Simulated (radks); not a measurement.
Values are calculated unless marked as measured or tabulated.
Excited configurations of Sc II: one electron is placed in a higher orbital outside [Ar] 3d1. The ground configuration is [Ar] 3d1 4s1. Level of theory: Dirac Kohn-Sham, PBEsol, spin-unpolarised, spherical densities, finite nucleus; open shells fill j = l - 1/2 first; Fermi nuclear charge, rms radius 3.5459 fm (a radial shooting solver on a logarithmic mesh with Libxc functionals). Excitation = E - E(ground); binding = E(ion) - E, where the ion is the core of charge +2; n* = 2/sqrt(2 binding) in atomic units, and the quantum defect is n - n*.

| outer orbital | excitation (eV) | binding (eV) | n* | quantum defect | eigenvalue (eV) | <r> (bohr) |
|---|---|---|---|---|---|---|
| 4p1/2 | 3.396 | 9.254 | 2.425 | 1.575 | -6.914 | 4.091 |
| 4f5/2 | 9.195 | 3.454 | 3.969 | 0.031 | -2.467 | 8.842 |
| 6p1/2 | 9.732 | 2.917 | 4.319 | 1.681 | -2.325 | 14.03 |
| 7s1/2 | 10.410 | 2.239 | 4.930 | 2.070 | -1.815 | 18.93 |
| 7d3/2 | 11.111 | 1.538 | 5.949 | 1.051 | -1.239 | 26.37 |
| 7f5/2 | 11.417 | 1.232 | 6.646 | 0.354 | -0.986 | 31.85 |

The Delta-SCF ionisation energy is 12.649 eV (NIST Atomic Spectra Database: 12.800 eV, measured). Self-interaction in the functional shifts the binding energies and quantum defects, so they are the method's values and not measured ones. Spin polarisation and multiplet splitting are left out, so open shells lie too high by an amount that depends on their filling.

Beside tabulated values, note that spin-unpolarised runs miss the spin-polarisation part of the exchange energy of open shells.
